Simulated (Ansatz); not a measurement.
Mulliken charges of CH6FGaSn (`F[CH2][GaH][SnH3]`) from r2SCAN/def2-TZVPP in Ansatz (PBE0-D4/def2-TZVP geometry).

```json
{"atom": "F1", "x (Å)": "-1.530", "y (Å)": "1.645", "z (Å)": "0.115", "charge (e)": "-0.248"}
{"atom": "C2", "x (Å)": "-0.576", "y (Å)": "1.660", "z (Å)": "-0.899", "charge (e)": "0.028"}
{"atom": "Ga3", "x (Å)": "0.656", "y (Å)": "0.097", "z (Å)": "-0.774", "charge (e)": "0.240"}
{"atom": "Sn4", "x (Å)": "0.273", "y (Å)": "-1.610", "z (Å)": "1.171", "charge (e)": "0.265"}
{"atom": "H5", "x (Å)": "-1.103", "y (Å)": "1.669", "z (Å)": "-1.861", "charge (e)": "0.062"}
{"atom": "H6", "x (Å)": "-0.022", "y (Å)": "2.604", "z (Å)": "-0.830", "charge (e)": "0.062"}
{"atom": "H7", "x (Å)": "1.794", "y (Å)": "-0.024", "z (Å)": "-1.857", "charge (e)": "-0.054"}
{"atom": "H8", "x (Å)": "1.393", "y (Å)": "-2.902", "z (Å)": "1.157", "charge (e)": "-0.123"}
{"atom": "H9", "x (Å)": "0.405", "y (Å)": "-0.844", "z (Å)": "2.693", "charge (e)": "-0.116"}
{"atom": "H10", "x (Å)": "-1.290", "y (Å)": "-2.297", "z (Å)": "1.084", "charge (e)": "-0.116"}
```

Task: By hand: the dipole of these point charges (1 e Å = 4.8032 D).

Result: Σ q r = (0.358, 0.223, -0.576) e Å, of length 0.714 e Å = 3.43 D.

Task: How does the dipole of the full density compare? (Best estimate.)

Result: The calculation gave: (0.189, 0.120, -0.306) e Å, 1.82 D; the point charges give 1.88 times that, at 0° from its direction.

Point charges leave out the atoms' own dipoles, such as those of lone pairs, and Mulliken's split depends on the basis, so the two needn't agree.
